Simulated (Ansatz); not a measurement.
Basis sets compared for `c1cc2ccc3c[o+]cc4ccc(c1)c2c34`. Charge 1, multiplicity 1. Geometry PBE-D4/def2-SVP. Ansatz on 4 threads of Intel Xeon 6975P-C on a shared host; times are rough, and most runs start from earlier orbitals.

```xyz
25

C    -1.7966    0.1445   -2.8213
C    -2.1025   -0.8301   -1.8584
C    -1.3606   -0.9130   -0.6614
C    -1.6359   -1.8947    0.3551
C    -0.9027   -1.9600    1.5169
C     0.1711   -1.0296    1.7359
C     0.9574   -1.0352    2.8872
O     1.9478   -0.1568    3.0585
C     2.2534    0.7769    2.1547
C     1.5452    0.8916    0.9593
C     1.8459    1.8838   -0.0365
C     1.1034    1.9368   -1.1930
C     0.0215    1.0203   -1.4425
C    -0.7509    1.0597   -2.6223
C    -0.2891    0.0232   -0.4541
C     0.4693   -0.0380    0.7363
H    -2.3874    0.1924   -3.7482
H    -2.9264   -1.5382   -2.0338
H    -2.4607   -2.6038    0.1872
H    -1.1260   -2.7165    2.2832
H     0.8548   -1.7262    3.7356
H     3.0964    1.4082    2.4687
H     2.6691    2.5918    0.1383
H     1.3313    2.6965   -1.9561
H    -0.5278    1.8165   -3.3894
```

```tsv
level	functions	energy (Eh)	HOMO (eV)	LUMO (eV)	wall time
PBE-D4/def2-SVP	269	-650.7978	-9.56	-7.42	2.9 s
PBE0-D4/def2-SVP	269	-650.8319	-10.29	-6.79	6 s
```

(1) Estimate the rows for PBE-D4/def2-TZVP, PBE0-D4/def2-TZVP (with forces).

Answers

(1) 
```json
{"level": "PBE-D4/def2-TZVP", "functions": "550", "energy (Eh)": "-651.4789", "HOMO (eV)": "-9.52", "LUMO (eV)": "-7.40", "wall time": "8.5 s"}
{"level": "PBE0-D4/def2-TZVP (with forces)", "functions": "550", "energy (Eh)": "-651.5107", "HOMO (eV)": "-10.22", "LUMO (eV)": "-6.73", "wall time": "32 s"}
```
